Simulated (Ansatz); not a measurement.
`C[CH](C)[SbH2]` → `[CH2]` (triplet) + `C[CH2][SbH2]` at 400 K and 1 bar (formal loss of a carbene).

Calculated with Ansatz (gas phase, PBE0-D4/def2-TZVP geometries, no zero-point term in ΔE). CCSD(T)/CBS is the MP2 limit (def2-TZVPP, def2-QZVPP) plus CCSD(T) − MP2 in def2-TZVPP, frozen cores. This one scheme is used for every species. Triplets are unrestricted, without spin–orbit coupling. def2 core potentials past Kr. For Sb outer-core shells are correlated without core-valence functions, which leaves a few kJ/mol of doubt a bond.

```json
{"species": "`C[CH](C)[SbH2]`", "CCSD(T)/CBS energy (Eh)": "-359.57575", "H − E (kJ/mol)": "312.8", "S (J/(mol·K))": "379.0"}
{"species": "`[CH2]` (triplet)", "CCSD(T)/CBS energy (Eh)": "-39.09499", "H − E (kJ/mol)": "59.0", "S (J/(mol·K))": "205.7"}
{"species": "`C[CH2][SbH2]`", "CCSD(T)/CBS energy (Eh)": "-320.31453", "H − E (kJ/mol)": "232.7", "S (J/(mol·K))": "342.5"}
```

H − E and S are ideal-gas, rigid-rotor, harmonic terms from PBE0-D4/def2-TZVP, for one conformer and one mirror image of each species, with the whole ground term of open shells counted as degenerate. 1 Eh = 2625.50 kJ/mol, R = 8.31446 J/(mol·K).

Question: By hand: ΔE, ΔH, ΔS and ΔG.

Answer: ΔE = (-39.09499) + (-320.31453) − (-359.57575) = 0.16623 Eh = 436.4 kJ/mol. Δ(H − E) = 59.0 + 232.7 − 312.8 = -21.1, so ΔH = 415.3 kJ/mol. ΔS = 205.7 + 342.5 − 379.0 = 169.2 J/(mol·K). ΔG = 415.3 − 400 × (169.2)/1000 = 347.6 kJ/mol.

Question: By hand: the equilibrium constant, and the temperature at which ΔG would vanish if ΔH and ΔS stayed fixed.

Answer: log₁₀ K = −ΔG/(RT ln 10) = -45.4. ΔG = 0 at ΔH/ΔS = 2454 K.

The number of gas molecules changes by +1, which sets the sign of ΔS. A doubt of 5 kJ/mol in ΔE shifts log₁₀ K by 0.7 here. Other conformers and mirror images would add mixing entropy, several J/(mol·K) or more a flexible species. A triplet takes part, so the spin changes. These are equilibria of isolated gas molecules and say nothing of rates. Largest T1 diagnostic: 0.012 (customary marks: 0.02 for closed shells, 0.045 for open ones).
